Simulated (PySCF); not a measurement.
Bonds (- single, = double, # triple, : aromatic): C1=C2 1.326 Å, C2-C3 1.474 Å, C3=O4 1.207 Å, C3-O5 1.346 Å, O5-C6 1.390 Å, C6=C7 1.298 Å, C7=O8 1.162 Å. C1 carries H9, H10; C2 carries H11; C6 carries H12. H10 is cis to C3; H9 is trans to C3.

- geometry: GFN2-xTB
- shielding tensors at PBE0/pcSseg-1 (GIAO)
- program: PySCF 2.14.0 with density-fitted response routines
- no solvent model, a single conformation, non-relativistic

Shifts are taken against calculated references (same method and geometry level): ¹³C and ¹H vs TMS; H2O for ¹⁷O.

```json
{"atoms": "O8", "nucleus": "¹⁷O", "count": "1", "δ (ppm)": "516.1"}
{"atoms": "C3", "nucleus": "¹³C", "count": "1", "δ (ppm)": "168.0"}
{"atoms": "H10", "nucleus": "¹H", "count": "1", "δ (ppm)": "7.01"}
{"atoms": "H11", "nucleus": "¹H", "count": "1", "δ (ppm)": "?"}
{"atoms": "H9", "nucleus": "¹H", "count": "1", "δ (ppm)": "6.37"}
{"atoms": "H12", "nucleus": "¹H", "count": "1", "δ (ppm)": "8.89"}
{"atoms": "O5", "nucleus": "¹⁷O", "count": "1", "δ (ppm)": "152.8"}
{"atoms": "C7", "nucleus": "¹³C", "count": "1", "δ (ppm)": "?"}
{"atoms": "C6", "nucleus": "¹³C", "count": "1", "δ (ppm)": "72.6"}
{"atoms": "C2", "nucleus": "¹³C", "count": "1", "δ (ppm)": "?"}
{"atoms": "O4", "nucleus": "¹⁷O", "count": "1", "δ (ppm)": "404.7"}
{"atoms": "C1", "nucleus": "¹³C", "count": "1", "δ (ppm)": "?"}
```

Fill in the missing shifts.

Results:


- C7: 233.4 ppm, central carbon of a ketene
- C1: 142.8 ppm, β carbon of a C=C–C=O unit; conjugation with the carbonyl draws π density from the β position
- C2: 134.1 ppm, α carbon of a C=C–C=O unit; as expected for a trigonal carbon in a double bond
- H11: 6.35 ppm, hydrogen on an α carbon of a C=C–C=O unit; olefinic region

Shifts are as computed. Against solution values, carbons near 30 ppm lie about +3 ppm off and those near 130 ppm about +5 ppm. Of 1211 compounds with measured shifts, 218 miss one by over three times the rms of a fit or turn the order of signals round; such compounds aren't used in these exercises. Unscaled 17O shifts of doubly bonded oxygen tend to come out too high, by tens of ppm or more. Experimental scales use liquid or dissolved standards, which lie at an offset from isolated H2O (liquid H2O: subtract about 36 ppm).
